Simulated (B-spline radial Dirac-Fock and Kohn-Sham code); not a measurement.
**Kr²⁷⁺: eigenvalues, ΔSCF and the reference**

System: krypton as Kr²⁷⁺, [He] 2s2 2p5.

The density-functional columns are spherical, spin-unpolarised Dirac-Kohn-Sham results without Breit or QED terms: −ε is minus the orbital energy of the initial state and ΔSCF the difference of two total energies. The reference in the last column comes from relaxed Dirac-Fock hole states (ΔSCF) with Breit and QED corrections and a finite nucleus. All numbers are from an atomic code on a B-spline grid, in eV; a selection of levels is shown. For the 1s level of heavy atoms much of the gap between ΔSCF and the reference is the Breit and QED part, -32.3 eV here; for other levels the error of the functional can be larger.

```csv
level,LDA −ε,LDA ΔSCF,Dirac-Fock
K,15617.8,15879.9,15846.0
L1,3209.2,3273.5,3290.8
"L2,3",3021.6,3096.0,3091.7
```

Values without a named source are computed, but for edge energies of neutral atoms, which are taken from tables.
